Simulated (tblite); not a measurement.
What does the GFN2-xTB structure of `CC(=O)N(C)[SiH3]` look like in three dimensions?

```xyz
15
C3H9NOSi angstrom
C      2.037    0.192   -0.055
C      0.768   -0.540    0.269
O      0.739   -1.651    0.793
N     -0.419    0.004   -0.010
C     -0.594    1.293   -0.619
Si    -1.640   -1.170    0.518
H      2.058    1.150    0.462
H      2.096    0.379   -1.125
H      2.888   -0.408    0.256
H     -0.153    2.082   -0.005
H     -1.659    1.484   -0.720
H     -0.135    1.326   -1.611
H     -1.587   -1.320    1.963
H     -2.863   -0.438    0.150
H     -1.541   -2.376   -0.288
```

Any rigid rotation of these coordinates is as good. Atoms count from 1 in this order. Si6 and O3 aren't drawn bonded (3 bonds apart) but lie 2.44 Å from each other; Cordero's covalent radii sum to 1.77 Å. The 6 heavy atoms lie in one plane (0.001 Å rms). Of the pairs four or more bonds apart, those above aside, O3···H13 is among the closest relative to their van der Waals radii: 2.62 Å, 96 % of the sum of Bondi's values. N4 (amide nitrogen) is planar (angles 129.6°, 124.2° and 106.2°, sum 360.0°, 0.00 Å off the plane of its three neighbours).

Bonds between heavy atoms (Å): C1–C2 1.500, C2=O3 1.229, C2–N4 1.335, N4–C5 1.436, N4–Si6 1.774.

The geometry is computed with GFN2-xTB (gas phase).

Point group: Cs (tolerance 0.08 Å). Its GFN2-xTB frequencies are all real (lowest 113 cm⁻¹). The numbers are those of one conformer (C1–C2–N4–C5 0°).
